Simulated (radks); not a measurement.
Isoelectronic series with 34 electrons, each ion in its NIST ground configuration. Calculated with a radial shooting solver on a logarithmic mesh with Libxc functionals: Dirac Kohn-Sham, PBEsol, spin-unpolarised, spherical densities, finite nucleus; open shells fill j = l - 1/2 first; Fermi nuclear charge, rms radius of each element as measured or else 0.836 A^(1/3) + 0.57 fm. Total energies (hartree) and mean radii <r> (bohr):

ion        configuration  E (hartree)   4p3/2   4p1/2   4s1/2
Se     [Ar] 3d10 4s2 4p4  -2428.44120   2.317   2.266   1.796
Kr2+   [Ar] 3d10 4s2 4p4  -2787.23817   1.747   1.716   1.501
Sr4+   [Ar] 3d10 4s2 4p4  -3173.56760   1.450   1.426   1.298
Zr6+   [Ar] 3d10 4s2 4p4  -3587.52805   1.254   1.233   1.149
Mo8+   [Ar] 3d10 4s2 4p4  -4029.29247   1.112   1.091   1.033
Ru10+  [Ar] 3d10 4s2 4p4  -4499.08436   1.001  0.9819  0.9398
Pd12+  [Ar] 3d10 4s2 4p4  -4997.15783  0.9122  0.8937  0.8629
Sn16+  [Ar] 3d10 4s2 4p4  -6079.31298  0.7771  0.7593  0.7423
Te18+  [Ar] 3d10 4s2 4p4  -6664.04535  0.7243  0.7065  0.6940

Estimate the row of Cd14+ ([Ar] 3d10 4s2 4p4).

Answer. E (hartree) -5523.79555; 4p3/2 0.8389; 4p1/2 0.8208; 4s1/2 0.7979.
